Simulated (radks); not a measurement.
Results of a calculation; reference values are marked as such.
Effect of the nuclear size on neutral gadolinium, [Xe] 4f7 5d1 6s2. Level of theory: Dirac Kohn-Sham, relativistic LDA (MacDonald-Vosko exchange, VWN5 correlation), spin-unpolarised, spherical densities, finite nucleus; open shells are shared between the two j in proportion to 2j + 1; Fermi nuclear charge, rms radius 5.1569 fm (a radial shooting solver on a logarithmic mesh with Libxc functionals). The rms radius is varied about that value; shifts are against it.

rms radius (fm),total energy shift (eV),density at nucleus (e/bohr^3),1s1/2 shift (meV),2s1/2 shift (meV),5p1/2 shift (meV),6s1/2 shift (meV),5d5/2 shift (meV),6p1/2 (empty) shift (meV)
4.6412,-3.94,6.371e+05,-1610,-208,0.205,-0.094,0.132,0.057
4.832,-2.52,6.306e+05,-1030,-133,0.131,-0.060,0.084,0.037
5.1569,0,6.203e+05,0.000,0.000,0.000,0.000,0.000,0.000
5.4663,2.51,6.111e+05,1030,133,-0.131,0.060,-0.084,-0.037
5.9201,6.39,5.989e+05,2620,338,-0.333,0.152,-0.213,-0.093

Slopes of the eigenvalues against <r^2> in GHz/fm^2, as finite differences over the two radii next to the reference (eigenvalue slopes, not the field-shift constants of lines): 1s1/2 76300, 2s1/2 9830, 5p1/2 -9.69, 6s1/2 4.43, 5d5/2 -6.22, 6p1/2 (empty) -2.71.
